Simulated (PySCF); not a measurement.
A structure optimised at PBE-D3(BJ)/def2-SVP, used in a PySCF frequency run:

```
C
H 1 1.1149
H 1 1.1149 2 105.22
C 1 1.5024 2 112.29 3 -122.44
C 4 1.3605 1 106.84 2 -120.83
F 5 1.3387 4 126.74 1 180.00
H 4 1.0959 5 127.08 6 0.00
C 5 1.4651 6 121.61 4 180.00
C 8 1.3606 5 107.74 6 180.00
H 9 1.0981 8 126.80 5 180.00
H 8 1.0983 9 128.04 10 0.00
```

Write its SMILES, formula and point group.

FC1=CCC=C1, C5H5F, Cs

What are its rotational constants (standard atomic weights)?

8.1088, 3.3265, 2.3942 GHz
